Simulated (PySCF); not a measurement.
F3H3O3Si2, SMILES [Si](F)(F)([Si](O)(O)O)F.

Coordinates come from a PBE-D3(BJ)/def2-SVP optimisation. The structure was generated by enumeration, and PubChem lists no compound with its InChIKey, so it may never have been made. One conformer was computed; it need not be the lowest.

Computed with PBE-D3(BJ)/def2-SVP in PySCF 2.14.0.

Frequencies are harmonic and unscaled.

Modes within 1.5 cm⁻¹ of each other (mostly degenerate sets) share a row, with their intensities summed.

| mode | ν (cm⁻¹) | IR (km/mol) | moving atoms (share of kinetic energy) |
|---|---|---|---|
| 1 | 29 | 0.9 | F 50 %, O 45 % |
| 2–3 | 38 | 18.2 | F 36 %, O 34 %, H 26 % |
| 4–5 | 146 | 57.3 | H 53 %, F 31 %, O 12 % |
| 6 | 199 | 25.8 | F 40 %, O 36 %, H 15 %, Si 8 % |
| 7–8 | 204 | 33.3 | O 41 %, F 30 %, H 17 %, Si 12 % |
| 9 | 256 | 204.5 | H 83 %, O 11 % |
| 10–11 | 288 | 37.1 | F 53 %, O 27 %, Si 13 % |
| 12–13 | 314 | 2.4 | O 43 %, F 22 %, Si 22 %, H 13 % |
| 14 | 366 | 180.5 | Si 44 %, F 28 %, O 26 % |
| 15 | 493 | 0.0 | Si 49 %, F 30 %, O 19 % |
| 16 | 760 | 323.9 | O 40 %, F 26 %, Si 17 %, H 16 % |
| 17–18 | 762 | 432.8 | H 73 %, O 26 % |
| 19 | 782 | 3.7 | H 74 %, O 23 % |
| 20 | 852 | 3.6 | Si 42 %, F 36 %, O 19 % |
| 21–22 | 923 | 172.4 | F 49 %, Si 49 % |
| 23–24 | 954 | 295.5 | Si 46 %, O 40 %, H 13 % |
| 25–27 | 3762 | 285.8 | H 94 % |
